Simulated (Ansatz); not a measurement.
Frontier orbitals of `[CH2]1[AlH][O][SiH2][SiH2]1`.

Cartesian coordinates in Å:
```
C -0.6818 0.7058 -1.1225
Al -0.2504 1.7144 0.4956
O 0.3130 0.6457 1.7083
Si 0.5523 -0.9615 1.3940
Si 0.2072 -0.9502 -0.9443
H -0.4609 1.2109 -2.0655
H -1.7659 0.5276 -1.1052
H -0.3709 3.2544 0.8122
H 1.9169 -1.3735 1.8240
H -0.4279 -1.7860 2.1573
H -0.5517 -2.1043 -1.5036
H 1.5201 -0.8833 -1.6502
```

Total charge 0; spin multiplicity 1. Geometry: relaxed with PBE0-D4/def2-TZVP. Basis def2-TZVPP, Ansatz.

```csv
functional,HOMO (eV),LUMO (eV),gap (eV)
PBE,-6.31,-1.73,4.58
r2SCAN,-6.55,-1.39,5.16
PBE0,-7.45,-0.94,6.51
BHLYP,-8.51,-0.17,8.34
ωB97M-V,-9.50,0.62,10.12
```

Against PBE, PBE0 changes HOMO and LUMO by −1.14 and +0.79 eV, ωB97M-V by −3.19 and +2.35 eV. A gap of 4.58 eV thus becomes 10.11 eV for the same molecule, so an orbital gap means little without its functional. A positive LUMO is unbound and depends on the basis.
